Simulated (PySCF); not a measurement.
B(OH)(SH)2, H3BOS2, SMILES OB(S)S, PBE0/def2-SVP optimised geometry.

```
7

B     -0.57    -0.22     0.00
O     -1.35    -1.32     0.00
H     -0.88    -2.16     0.00
S      1.26    -0.22     0.00
H      1.45    -1.56     0.00
S     -1.45     1.37     0.00
H     -0.35     2.16     0.00
```

Density from PBE0/def2-TZVP run with PySCF at that geometry.

Minimum of the electron density along straight lines between bonded atoms, close to the bond critical point (lines longer than 1.1 times the sum of covalent radii, or with two minima, are not listed):

| bond | length / Å | ρ at the minimum / e bohr⁻³ | ∇²ρ there / e bohr⁻⁵ | position (fraction from the first atom) |
|---|---|---|---|---|
| B1–O2 | 1.354 | 0.214 | 0.97 | 0.33 |
| O2–H3 | 0.961 | 0.359 | -2.48 | 0.81 |
| B1–S4 | 1.827 | 0.151 | -0.26 | 0.31 |
| S4–H5 | 1.352 | 0.211 | -0.60 | 0.64 |
| B1–S6 | 1.818 | 0.155 | -0.28 | 0.31 |
| S6–H7 | 1.349 | 0.213 | -0.61 | 0.64 |
